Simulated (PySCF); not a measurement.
C₃H₄ClF, SMILES C/C=C(\F)Cl. The structure is a stationary point at B3LYP-D3(BJ)/def2-SVP.

All values below come from B3LYP-D3(BJ)/def2-SVP run with PySCF.

Harmonic wavenumbers (cm⁻¹): 142, 209, 229, 381, 465, 560, 767, 824, 998, 1046, 1062, 1154, 1326, 1401, 1459, 1461, 1761, 3025, 3085, 3142, 3204. Rotational constants (GHz): 8.743, 2.389, 1.899; symmetry number 1.

Question: Work out the zero-point energy and the ideal-gas rigid-rotor harmonic-oscillator thermochemistry at 298.15 K and 1 atm.

Answer: ZPE = ½ Σ hcν = ½ × 27700 cm⁻¹ = 165.68 kJ/mol. H − E(el) = 182.93 kJ/mol. Entropy in J/(mol K): translation 165.48, rotation 110.86, vibration 41.12, total 317.45. G − E(el) = 88.28 kJ/mol. Cp = 85.61 J/(mol K). Modes under 150 cm⁻¹ make the vibrational entropy uncertain.
